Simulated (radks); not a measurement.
Results of a calculation; reference values are marked as such.
Trend from Mg+ to Ar+: ionisation energy by Delta-SCF between NIST ground configurations, and size. Code: a radial shooting solver on a logarithmic mesh with Libxc functionals. Model: non-relativistic Kohn-Sham, LDA (Slater exchange, Perdew-Wang correlation), spin-polarised, spherical densities, point nucleus; open shells are filled with parallel spins first.

species  configuration  configuration of the ion  IE (eV)  NIST (eV)       kind  -e(HOMO) (eV)
Mg+           [Ne] 3s1                      [Ne]   15.349     15.035       exp.    11.981 (3s)
Al+           [Ne] 3s2                  [Ne] 3s1   18.896     18.829       exp.    14.890 (3s)
Si+       [Ne] 3s2 3p1                  [Ne] 3s2   16.340     16.346       exp.    12.133 (3p)
P+        [Ne] 3s2 3p2              [Ne] 3s2 3p1   19.870     19.769  semi-emp.    15.005 (3p)
S+        [Ne] 3s2 3p3              [Ne] 3s2 3p2   23.340     23.338       exp.    17.883 (3p)
Cl+       [Ne] 3s2 3p4              [Ne] 3s2 3p3   23.965     23.814       exp.    18.434 (3p)
Ar+       [Ne] 3s2 3p5              [Ne] 3s2 3p4   27.887     27.630       exp.    21.711 (3p)

Reference values: NIST Atomic Spectra Database (exp. = measured, semi-emp. = semi-empirical, theory = theoretical value adopted there). Open shells are spherical and high-spin; term and fine-structure splittings are not resolved.
